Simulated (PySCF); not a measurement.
Species: C₃H₅ClN₂Si.
Z-matrix (Å and degrees, PBE0-D3(BJ)/def2-SVP geometry), rows numbered from 1:
```
Si
N   1  1.7860
C   2  1.3762  1  128.20
N   3  1.3049  2  112.84  1   179.44
C   4  1.3677  3  106.03  2    -0.02
C   5  1.3708  4  109.17  3    -0.01
Cl  6  1.7101  2  120.72  1     0.63
H   1  1.4865  2  109.73  3   118.95
H   1  1.4873  2  104.06  3    -0.09
H   1  1.4865  2  109.65  3  -119.12
H   3  1.0906  2  121.51  1    -0.59
H   5  1.0884  4  123.01  3  -179.98
```

Computed, not measured: PySCF, TDDFT CAM-B3LYP/def2-SVPD, vertical, gas phase, core orbitals frozen in the response.

Each state is given a Gaussian of 0.3 eV full width at half maximum, with ε(max) = 2.175×10⁸ f / Δν̃ (Δν̃ the width in cm⁻¹). The width is an assumption, not a result. The curve ends short of the highest state used, and states not computed would add to its high-energy end.

```
E (eV)  ε (L mol⁻¹ cm⁻¹)
  5.60                 1
  5.63                 2
  5.65                 3
  5.68                 9
  5.70                16
  5.73                36
  5.75                62
  5.78               131
  5.80               209
  5.82               328
  5.85               613
  5.87               903
  5.90              1543
  5.92              2139
  5.95              3336
  5.97              4351
  6.00              6190
  6.02              7594
  6.04              9092
  6.07             11375
  6.09             12808
  6.12             14616
  6.14             15479
  6.17             16112
  6.19             16048
  6.22             15238
  6.24             14279
  6.26             13058
  6.29             10915
  6.31              9401
  6.34              7193
  6.36              5852
  6.39              4132
  6.41              3204
  6.44              2142
  6.46              1633
  6.48              1261
  6.51               912
  6.53               788
  6.56               719
  6.58               729
  6.61               799
  6.63               867
  6.65               941
  6.68              1048
  6.70              1105
  6.73              1156
  6.75              1160
  6.78              1120
  6.80              1064
  6.83               942
  6.85               844
  6.87               738
  6.90               578
  6.92               477
  6.95               342
```

(1) Where are the band maxima, and which computed states make them?

(2) Coming from long wavelengths, where does ε first pass 100 L mol⁻¹ cm⁻¹?

(3) On this curve, what absorbance would a 10⁻³ mol/L sample give at 193 nm over a 1 cm path?

Results:

(1) 201 nm (6.18 eV), ε about 16000, made up of S2 (96%); 184 nm (6.74 eV), ε about 1200, made up of S5 (97%) (ε in L mol⁻¹ cm⁻¹; maxima over ε = 5, shares over 10%). The states used: S1 6.05 eV (f 0.0005); S2 6.18 eV (f 0.173); S3 6.20 eV (f 0.0062); S4 6.50 eV (f 0.0022); S5 6.75 eV (f 0.013); S6 6.91 eV (f 0.0001); S7 7.10 eV (f 0.0000); S8 7.36 eV (f 0.0039); S9 7.48 eV (f 0.0052); S10 7.55 eV (f 0.0054).

(2) At about 215 nm (5.77 eV), 0.29 eV below S1.

(3) 193 nm is 6.424 eV, where ε is about 2700 L mol⁻¹ cm⁻¹, so A = ε c l ≈ 2.7 (Beer–Lambert, with the gas-phase spectrum and the assumed width).

The vertical ionisation energy (ΔSCF) is 8.77 eV, 1.23 eV above S10.
